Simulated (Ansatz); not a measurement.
The cluster Sc₅. The state is a quartet with charge 0. Geometry PBE-D4/def2-SVP.

```
atom   x (Å)   y (Å)   z (Å)
 Sc1  -0.639  -0.286  -1.470
 Sc2  -0.622  -2.305   0.589
 Sc3   1.577  -0.286   0.299
 Sc4   0.657   2.282  -0.638
 Sc5  -0.972   0.595   1.220
```

At HF/STO-3G, PBE-D4/def2-TZVP, r2SCAN-D4/def2-TZVP, PBE0-D4/def2-TZVP and others the charge 0 quartet is spin-contaminated (final ⟨S²⟩ up to 6.39, 3.75 for a pure state). The order of the spin states hangs on the level: the sextet lies 0.11 eV below the quartet at PBE-D4/def2-TZVP, but 0.06 eV above it at r2SCAN-D4/def2-TZVP. The structure comes from a short search, and lower isomers may exist.

(1) Estimate the α-spin orbital energies around the gap (eV) in Ansatz with HF/STO-3G, PBE-D4/def2-TZVP, r2SCAN-D4/def2-TZVP, PBE0-D4/def2-TZVP, r2SCAN0-D4/def2-TZVP.

## Answers

(1) 
| orbital | HF/STO-3G | PBE-D4/def2-TZVP | r2SCAN-D4/def2-TZVP | PBE0-D4/def2-TZVP | r2SCAN0-D4/def2-TZVP |
| --- | --- | --- | --- | --- | --- |
| HOMO−5 | -6.51 | -3.95 | -4.15 | -4.78 | -4.97 |
| HOMO−4 | -4.31 | -3.62 | -3.76 | -4.48 | -4.62 |
| HOMO−3 | -4.11 | -3.37 | -3.51 | -4.12 | -4.24 |
| HOMO−2 | -3.60 | -3.34 | -3.46 | -4.08 | -4.20 |
| HOMO−1 | -2.83 | -3.20 | -3.35 | -3.95 | -4.13 |
| HOMO | -2.49 | -3.03 | -3.13 | -3.61 | -3.76 |
| LUMO | 3.29 | -2.74 | -2.42 | -1.88 | -1.69 |
| LUMO+1 | 3.78 | -2.74 | -2.39 | -1.87 | -1.67 |
| LUMO+2 | 4.20 | -2.23 | -2.08 | -1.51 | -1.39 |
| LUMO+3 | 4.31 | -2.22 | -2.06 | -1.46 | -1.34 |
| LUMO+4 | 4.85 | -2.18 | -1.94 | -1.43 | -1.24 |
| LUMO+5 | 5.61 | -2.18 | -1.91 | -1.26 | -1.13 |
| β HOMO | -2.73 | -3.06 | -3.15 | -3.72 | -3.79 |
| β LUMO | 3.92 | -2.71 | -2.38 | -1.80 | -1.69 |
